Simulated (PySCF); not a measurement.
`CC(C)(C)CCN`, C$_{6}$H$_{15}$N

Cartesian coordinates in Å; atom numbers follow the order of the lines, from 1:
```xyz
22

C    -1.6291   -1.6397    0.2798
C    -1.1236   -0.2504   -0.1163
C    -1.4773    0.7416    0.9954
C    -1.8085    0.1737   -1.4186
C     0.4025   -0.3329   -0.3062
C     1.1346    0.9461   -0.7084
N     2.5692    0.8082   -0.8721
H    -1.3970   -2.3839   -0.4989
H    -2.7209   -1.6371    0.4281
H    -1.1628   -1.9797    1.2185
H    -0.9697    0.4798    1.9378
H    -2.5620    0.7394    1.1883
H    -1.1929    1.7722    0.7338
H    -1.5440   -0.5047   -2.2458
H    -1.5289    1.1955   -1.7172
H    -2.9043    0.1527   -1.3067
H     0.6173   -1.1069   -1.0668
H     0.8505   -0.7056    0.6341
H     0.7206    1.3352   -1.6535
H     0.9525    1.7353    0.0400
H     2.9863    0.4674   -0.0070
H     2.7721    0.0971   -1.5732
```

Method: TDDFT CAM-B3LYP/aug-cc-pVDZ excited states, vertical, gas phase in PySCF. Geometry: PBE0-D3(BJ)/def2-SVP.

Q: Give the one- and two-photon strengths of the lowest singlets.

A: δ for parallel linear polarisation; σ at the peak of a Lorentzian of half width 0.1 eV, single beam; Ω is circular over linear.
```
state  E (eV)      f  photon λ (nm)  δ (au)  σ (GM)     Ω                                main
   S1    5.70  0.027            435    45.3    0.54  1.42    HOMO→LUMO 0.51, HOMO→LUMO+1 0.31
   S2    6.53  0.002            379    54.3    0.85  1.50  HOMO→LUMO+2 0.62, HOMO→LUMO+5 0.22
   S3    6.66  0.007            373    43.1    0.70  1.47  HOMO→LUMO+1 0.29, HOMO→LUMO+3 0.26
   S4    6.88  0.001            360     342    5.93  0.29    HOMO→LUMO+3 0.36, HOMO→LUMO 0.25
   S5    7.46  0.032            332    63.8    1.30  0.52  HOMO→LUMO+9 0.20, HOMO→LUMO+4 0.19
   S6    7.56  0.000            328    22.8    0.48  1.50  HOMO→LUMO+5 0.52, HOMO→LUMO+2 0.17
```

Among these, the strongest one-photon state is S5, the strongest two-photon state S4, with a dipole change of 8.4 D (relaxed, norm of the difference vector).
